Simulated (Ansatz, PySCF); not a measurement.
Process, species as SMILES: C[Si]([SiH3])([SiH3])N[SiH3] + N (NH3) + 3 [SiH4] (SiH4) -> C[SiH3] [methylsilane] + 2 N[SiH3] + 2 [SiH3][SiH3]
Each molecule is optimised on its own at B3LYP-D3(BJ)/def2-TZVP (Ansatz, a program for electronic structure), one conformer each, not searched for the lowest. Frequencies are from Ansatz or PySCF.

Wanted: bond separation energy (enthalpy at 298 K, with B3LYP-D3(BJ) rigid-rotor harmonic-oscillator terms), in kcal/mol. Correlated levels leave the core frozen unless marked. No spin-orbit coupling. No relativistic terms. Basis-set limits of correlation are two-point, X^-3; Hartree-Fock from the larger set. [CCSD(T)-MP2]/basis is that difference in the basis named.

```
level                                                                 program  bond separation energy (kcal/mol)  minus last row
-------------------------------------------------------------  --------------  ---------------------------------  --------------
HF/6-31G*                                                              Ansatz                               -1.7            -5.3
RI-HF/cc-pV(Q+d)Z                                                      Ansatz                               -3.0            -6.6
PBE-D3(BJ)/def2-TZVPD                                          Ansatz + dftd3                                4.1             0.5
r2SCAN/def2-TZVPD                                                      Ansatz                                2.0            -1.6
B3LYP-D4/def2-TZVPD                                            Ansatz + dftd4                                5.2             1.6
PBE0/STO-3G                                                            Ansatz                                2.7            -0.9
BHLYP-D4/def2-TZVPD                                            Ansatz + dftd4                                4.7             1.1
r2SCANh/def2-TZVPD                                                     Ansatz                                1.8            -1.8
r2SCAN0/def2-TZVPD                                                     Ansatz                                1.4            -2.2
wB97M-V/def2-TZVPD                                                     Ansatz                                3.5            -0.1
wB97X-V/def2-TZVPD                                                     Ansatz                                2.9            -0.7
MP2/6-31G                                                              Ansatz                                3.7             0.1
RI-MP2/cc-pV(Q+d)Z                                                     Ansatz                                4.4             0.8
SCS-MP2/6-31G                                                          Ansatz                                2.8            -0.8
RI-MP2/CBS(cc-pV(T+d)Z,cc-pV(Q+d)Z)+[CCSD(T)-MP2]/cc-pV(T+d)Z          Ansatz                                3.6             0.0
```
